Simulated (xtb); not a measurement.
HAl, singlet, at a GFN2-xTB geometry (such geometries of metal compounds can be far from the true shape), atoms displaced at random by about 0.02 Å a coordinate. Base run: GFN2-xTB in xtb.

xtb was given this input:
```
$ xtb mol.xyz --gfn 2 --opt --json

# file mol.xyz
2

Al    -0.00580620     0.01407766    -0.12910711
H     -0.01891631     0.03305033     1.52029576
```

Variants of this job, named by their change:

```json
[
 {"change": "base", "ΔE vs base (kJ/mol)": "0.00", "optimiser steps": "4"},
 {"change": "opt level = extreme", "ΔE vs base (kJ/mol)": "0.00", "optimiser steps": "5"},
 {"change": "alpb = chcl3", "ΔE vs base (kJ/mol)": "(withheld)", "optimiser steps": "3"},
 {"change": "opt level = lax", "ΔE vs base (kJ/mol)": "0.00", "optimiser steps": "3"},
 {"change": "alpb = methanol", "ΔE vs base (kJ/mol)": "(withheld)", "optimiser steps": "1"},
 {"change": "opt level = sloppy", "ΔE vs base (kJ/mol)": "0.00", "optimiser steps": "3"},
 {"change": "opt level = crude", "ΔE vs base (kJ/mol)": "0.51", "optimiser steps": "1"},
 {"change": "engine = inertial", "ΔE vs base (kJ/mol)": "0.00", "optimiser steps": "-"},
 {"change": "opt level = tight", "ΔE vs base (kJ/mol)": "0.00", "optimiser steps": "4"},
 {"change": "opt level = loose", "ΔE vs base (kJ/mol)": "0.00", "optimiser steps": "3"}
]
```

**Question.** Fill in the missing entries.

**Answer.** 
- alpb = chcl3, ΔE vs base (kJ/mol): -17.24
- alpb = methanol, ΔE vs base (kJ/mol): -21.23
